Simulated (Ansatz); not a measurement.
Cost and result up the ladder for n-GeGeSiSiH10 (Si2Ge2H10) (14 atoms). The state is a singlet with charge 0. Geometry: PBE-D4/def2-SVP.

```xyz
14

Ge   -0.0645    2.0511    1.2872
Ge    1.2093   -0.0230    1.1220
Si    0.8529   -1.0072   -1.0338
Si   -1.4552   -1.3057   -1.3715
H    -1.5842    1.7418    1.2209
H     0.2341    2.7895    2.6194
H     0.2949    2.9926    0.1068
H     2.7190    0.2631    1.3605
H     0.7315   -1.0057    2.2284
H     1.4016   -0.0786   -2.0878
H     1.5718   -2.3279   -1.1473
H    -2.1429    0.0339   -1.3368
H    -1.7420   -1.9621   -2.6959
H    -2.0262   -2.1619   -0.2719
```

Ansatz on 4 threads of Intel Xeon on a shared host. Times are rough, and most runs start from the orbitals of an earlier one. PBE0-D4/def2-TZVP serves as the yardstick here, not as an exact answer. Differences are given only for rows in sets of like size (and for xTB, whose basis is part of the method), since another set adds its own error. Binding counts from free atoms at the same level (Ge triplet, Si triplet, H doublet; other spins of the atoms weren't run), without zero-point energy or a counterpoise term.

LC-ωPBE has ω = 0.4 bohr⁻¹. B3LYP takes the VWN-RPA correlation. HSE06 is defined as in plane-wave codes, on full-range PBE exchange. Correlated methods freeze 28 core orbitals; core or outer-core shells of Ge are correlated, in sets that lack core-valence functions. The rows differ in basis, and correlated rows in double-zeta sets carry the largest basis error. Another isomer (singlet) lies 0.11 eV lower at PBE0-D4/def2-TZVP; other spin states weren't run for this one.

Correlated methods converge slowly with the basis, most of all in double-zeta sets.

```json
{"level": "PBE-D4/def2-SVP", "functions": "150", "wall time": "1.2 s", "binding energy per atom (eV)": "2.78", "difference from PBE0-D4/def2-TZVP (eV)": "–"}
{"level": "PBE0-D4/def2-SVP", "functions": "150", "wall time": "2.3 s", "binding energy per atom (eV)": "2.78", "difference from PBE0-D4/def2-TZVP (eV)": "–"}
{"level": "PBE-D4/def2-TZVP (with forces)", "functions": "230", "wall time": "2.7 s", "binding energy per atom (eV)": "2.78", "difference from PBE0-D4/def2-TZVP (eV)": "-0.01"}
{"level": "LC-ωPBE/def2-TZVP", "functions": "230", "wall time": "3.2 s", "binding energy per atom (eV)": "2.78", "difference from PBE0-D4/def2-TZVP (eV)": "-0.01"}
{"level": "r2SCAN-D4/def2-TZVP", "functions": "230", "wall time": "3.5 s", "binding energy per atom (eV)": "2.83", "difference from PBE0-D4/def2-TZVP (eV)": "0.04"}
{"level": "B3LYP-D4/def2-TZVP", "functions": "230", "wall time": "3.5 s", "binding energy per atom (eV)": "2.82", "difference from PBE0-D4/def2-TZVP (eV)": "0.03"}
{"level": "PBE0-D4/def2-TZVP", "functions": "230", "wall time": "3.6 s", "binding energy per atom (eV)": "2.79", "difference from PBE0-D4/def2-TZVP (eV)": "0.00"}
{"level": "HSE06-D4/def2-TZVP", "functions": "230", "wall time": "3.9 s", "binding energy per atom (eV)": "2.79", "difference from PBE0-D4/def2-TZVP (eV)": "0.00"}
{"level": "MP2/def2-TZVP", "functions": "230", "wall time": "3.9 s", "binding energy per atom (eV)": "2.67", "difference from PBE0-D4/def2-TZVP (eV)": "-0.12"}
{"level": "CCSD(T)/def2-SVP", "functions": "150", "wall time": "16 s", "binding energy per atom (eV)": "2.66", "difference from PBE0-D4/def2-TZVP (eV)": "–"}
```
